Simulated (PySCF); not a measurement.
CH₄Al, SMILES [CH3][AlH+], charge +1. Atoms are numbered in the order given.

```xyz
6

Al     0.0000     0.0000    -0.7243
C      0.0000     0.0000     1.1745
H      0.8901    -0.5139     1.5504
H     -0.8901    -0.5139     1.5504
H      0.0000     1.0278     1.5504
H      0.0000     0.0000    -2.2821
```
Charge +1, spin multiplicity 1.

Geometry: PBE0-D3(BJ)/def2-TZVP. The spin state was assumed, not searched. The isomer is the one that the SMILES or the coordinates give; other isomers of the formula were not compared.

All values below come from PBE/pcJ-1 (PySCF).

Isotropic couplings with Fermi-contact, spin-dipole and both spin-orbit terms, one fixed conformer, no vibrational averaging. Isotopes: 13C, 1H.

```csv
pair,bonds apart,J (Hz)
C2–H3,1,(withheld)
C2–H4,1,(withheld)
C2–H5,1,(withheld)
C2–H6,2,35.0
H3–H4,2,-14.5
H3–H5,2,-14.5
H4–H5,2,-14.5
H3–H6,3,(withheld)
H4–H6,3,(withheld)
H5–H6,3,(withheld)
```

Problem. What belongs in the gaps? (The exact figures need the calculation; the answer reports its results.)

Solution. 
- C2–H3, J (Hz): 133.2
- C2–H4, J (Hz): 133.2
- C2–H5, J (Hz): 133.2
- H3–H6, J (Hz): -1.5
- H4–H6, J (Hz): -1.5
- H5–H6, J (Hz): -1.5
